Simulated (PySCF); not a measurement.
MgHCl, SMILES [Cl][MgH]. Atoms are numbered in the order given.

```xyz
3

Mg     0.0000     0.0000     1.1846
H      0.0000     0.0000     2.8726
Cl     0.0000     0.0000    -1.0052
```

The structure is a stationary point at r2SCAN-D4/def2-TZVPD.

Computed with TDA-ωB97X/def2-TZVPD run with PySCF.

Vertical excitations; the highest root listed may be one member of a degenerate set. The molecule is in vacuum. State labels are in the subgroup C2v.

### Question
List the lowest excited states. (An estimate is asked for; the answer gives what the named calculation found.)

### Answer

| state | symmetry | energy (eV) | λ (nm) | f | main pairs |
|---|---|---|---|---|---|
| S1 | B2 | 6.72 | 185 | 0.036 | HOMO→LUMO+2, HOMO−1→LUMO (degenerate set) |
| S2 | B1 | 6.72 | 185 | 0.036 | HOMO→LUMO+1, HOMO−2→LUMO (degenerate set) |
| S3 | B1 | 6.90 | 180 | 0.248 | HOMO−2→LUMO, HOMO→LUMO+1 (degenerate set) |
| S4 | B2 | 6.90 | 180 | 0.248 | HOMO−1→LUMO, HOMO→LUMO+2 (degenerate set) |
| S5 | A1 | 7.17 | 173 | 0.411 | HOMO→LUMO 83 % |
| S6 | A1 | 7.52 | 165 | 0.000 | HOMO−1→LUMO+2, HOMO−2→LUMO+1 (degenerate set) |
| S7 | A2 | 7.52 | 165 | 0.000 | HOMO−2→LUMO+2, HOMO−1→LUMO+1 (degenerate set) |
| S8 | A2 | 7.54 | 164 | 0.000 | HOMO−1→LUMO+1 41 %, HOMO−2→LUMO+2 41 % |
| S9 | A1 | 7.97 | 156 | 0.164 | HOMO−3→LUMO 35 %, HOMO−2→LUMO+1 23 %, HOMO−1→LUMO+2 23 %, HOMO→LUMO 6 % |
| S10 | A1 | 8.49 | 146 | 0.246 | HOMO−3→LUMO 57 %, HOMO−2→LUMO+1 16 %, HOMO−1→LUMO+2 16 % |
| T1 | A1 | 5.70 | 217 | 0 | HOMO→LUMO 85 % |
| T2 | B2 | 6.39 | 194 | 0 | HOMO→LUMO+2 (degenerate set) |
| T3 | B1 | 6.39 | 194 | 0 | HOMO→LUMO+1 (degenerate set) |
| T4 | B2 | 6.72 | 185 | 0 | HOMO−1→LUMO 92 % |
Triplets are in the Tamm–Dancoff approximation.
